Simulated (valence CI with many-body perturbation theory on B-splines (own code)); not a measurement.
# Questions on Bi⁵²⁺

Method: configuration interaction combined with many-body perturbation theory (CI+MBPT): three valence electrons over a frozen Dirac-Fock core [Ar] 3d10, a basis of 11 s, 11 p, 10 d, 8 f, 5 g, 2 h functions for each j, with the one-electron correlation potential Σ1 (screened to all orders), the two-electron term Σ2, the three-electron term Σ3, Breit, model QED; selected single and double excitations, second order for the rest, scaled by the run's own slope (own B-spline code, finite nucleus).

The last digits are not significant, and no measured levels were compared; by estimate large intervals hold to a few tenths of a per cent, small ones and those within an open d or f shell to about a per cent.

Levels are named by their leading jj configuration (3d3/2^4 stands for four electrons in 3d with j = 3/2), which in mixed levels can hold well under half, so a name can repeat and another be missing.

Rates and lifetimes use the calculated energies. Strong lines usually hold to 10 to 20 %, long lifetimes can be off by a factor of two.

Q: What is the ground level?

A: (4s^2 4p1/2) J=1/2, composition 100 % 4s2.4p 2P°, g = 0.656.

Q: Among levels below 1146.6 eV, which E1 lines absorb most strongly from the ground level?

A: to (4s^2 4d3/2) J=3/2 at 3.303 nm, f = 0.877; to (4s 4p1/2 4p3/2) J=3/2 at 3.998 nm, f = 0.451; to (4s 4p1/2 4p3/2) J=1/2 at 3.968 nm, f = 0.403.

Q: Where does the other parity begin?

A: At (4s 4p1/2^2) J=1/2, 120.9 eV.

Q: How well does LS coupling describe the low levels?

A: Among the lowest 20 levels the leading LS term, summed over configurations, holds 66 % on average. For single configurations the figures are 65 % in LS and 97 % in jj coupling. Terms mix most in the J = 3/2 level at 497.2 eV, where the leading one holds 34 %.

Q: What is the ionisation energy?

A: 3152.6 eV; NIST lists 3151 ± 4 eV (theoretical).
